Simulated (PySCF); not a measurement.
## Peak assignment

Atoms are numbered as in `[CH2:1]=[C:2]([F:3])[CH2:4]/[CH:5]=[CH:6]\[C:7]#[N:8]`. Hydrogens are named by the atom that carries them. Ha(C1) is cis to F3; Hb(C1) is trans to F3.

Gas phase, a single conformation, non-relativistic Hamiltonian, fast rotation and ring inversion assumed for equivalent nuclei. Coordinates at the PBE0-D3(BJ)/def2-SVP level; GIAO B3LYP/pcSseg-1 shieldings; couplings computed with B3LYP/pcJ-1 (spin–dipole term only in couplings to heteroatoms); PySCF 2.14.0 with density-fitted response routines.

Shifts are taken against calculated references (same method and geometry level): TMS for ¹³C and ¹H.

(1) Assign these signals to the numbered atoms. ¹³C{¹H} NMR (computed): δ 172.4 (d, J = 331.9 Hz), 159.4, 118.8, 106.7, 97.6 (d, J = 19.6 Hz), 40.1 (d, J = 23.9 Hz).

(2) Assign these signals to the numbered atoms. ¹H NMR (300 MHz, computed): δ 6.64 (dt, J = 12.7, 9.0 Hz, 1H), 5.23 (dt, J = 12.7, 2.3 Hz, 1H), 4.79 (dd, J = 14.6, 2.4 Hz, 1H), 4.58 (ddt, J = 43.4, 2.4, 1.0 Hz, 1H), 3.26 (m, 2H).

Results:

(1) 
```tsv
δ (ppm)	atoms	environment	reason
172.4	C2	fully substituted alkene carbon	–
159.4	C5	alkene CH	as expected for a trigonal carbon in a double bond
118.8	C7	nitrile carbon	typical of a nitrile
106.7	C6	alkene CH	the olefinic region
97.6	C1	terminal =CH2 carbon	–
40.1	C4	allylic sp3 CH2	a saturated carbon with 2 carbon neighbours and no heteroatom attached
```

(2) 
6.64 → H(C5), hydrogen on an alkene CH: olefinic region
5.23 → H(C6), hydrogen on an alkene CH
4.79 → Ha(C1), hydrogen on a terminal =CH2 carbon: olefinic region
4.58 → Hb(C1), hydrogen on a terminal =CH2 carbon
3.26 → H(C4), hydrogen on an allylic sp3 CH2

C–F couplings over four or more bonds (about 3 Hz to the para carbon of a fluoroarene) are left out. Common functionals overestimate the size of one-bond C–F couplings by tens of Hz; these are unscaled. Multiplet labels drop couplings under 1 Hz and merge nearly equal ones. Unscaled 3J(H,H) at this level run about 10 % above measured values. Shifts are as computed. Against solution values, carbons near 30 ppm lie about +2 ppm off and those near 130 ppm about +6 ppm. Of 1211 compounds with measured shifts, 218 miss one by over three times the rms of a fit or turn the order of signals round; such compounds aren't used in these exercises. Couplings across =CH–CH2 type bonds come from one rotamer and its mirror image, and can be 1–2 Hz further off.
